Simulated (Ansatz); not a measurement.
The same group exchange along the group O, S, Se.

Computed with Ansatz on PBE0-D4/def2-TZVP structures; ΔE is electronic, products minus reactants. CCSD(T)/CBS adds triple-zeta CCSD(T) − MP2 to the extrapolated MP2 energy (def2 sets, frozen cores). Functionals use def2-TZVPP. B3LYP here is the variant with VWN-RPA as its local correlation; programs differ in this. Elements past krypton have def2 core potentials. For Se, Sn outer-core shells are correlated without core-valence functions, which leaves a few kJ/mol of doubt a bond. Scalar relativity is left out up to krypton. Each species was taken in one conformer, which may not be the lowest.

```tsv
reaction	CCSD(T)/CBS(def2) (kJ/mol)
`O[SiH2][SiH3]` + `[Cl][SnH2][Cl]` → `[OH][SnH]([Cl])[Cl]` + `[SiH3][SiH3]`	45
`[SiH3][SiH2]S` + `[Cl][SnH2][Cl]` → `[SH][SnH]([Cl])[Cl]` + `[SiH3][SiH3]`	-11
`[SiH3][SiH2][SeH]` + `[Cl][SnH2][Cl]` → `[Cl][SnH]([Cl])[SeH]` + `[SiH3][SiH3]`	?
```

Task: Fill in the missing values. (Estimate.)

Result: The calculation gave: `[SiH3][SiH2][SeH]` + `[Cl][SnH2][Cl]` → `[Cl][SnH]([Cl])[SeH]` + `[SiH3][SiH3]`: -21.4 kJ/mol.

Largest T1 diagnostic: 0.013, for `[SiH3][SiH3]`.
